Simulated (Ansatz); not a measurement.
The cluster CrCl3. The state is a doublet with charge 0. Geometry r2SCAN-D4/def2-SVP; atoms count from 1.

```csv
atom,x (Å),y (Å),z (Å)
Cr1,0.000,0.000,0.000
Cl2,0.572,0.858,1.854
Cl3,-1.875,-0.974,-0.184
Cl4,1.303,0.116,-1.670
```

The charge 0 doublet is spin-contaminated (final ⟨S²⟩ up to 1.76, 0.75 for a pure state). At PBE0-D4/def2-TZVP a quartet of charge 0 lies 0.88 eV below the doublet, each at its own geometry. The structure comes from a short search, and lower isomers may exist.

(1) Estimate the Mulliken populations from the PBE0/def2-TZVP orbitals of Ansatz.

(2) Where does the spin sit?

(3) And the Mayer bond orders between heavy atoms (over 0.3)?

Results:

(1) 
```tsv
atom	charge (e)	spin (α − β)	d electrons
Cr1	0.96	0.96	4.40
Cl2	-0.32	0.01	–
Cl3	-0.32	0.01	–
Cl4	-0.32	0.01	–
```
Mulliken values depend strongly on the basis.

(2) Summed by element: Cr 0.96, Cl 0.04, of 1 unpaired in all. Largest on single atoms: Cr1 0.96, Cl2 0.01, Cl3 0.01.

(3) Cr1–Cl2 1.12 (2.12 Å); Cr1–Cl3 1.12 (2.12 Å); Cr1–Cl4 1.12 (2.12 Å).
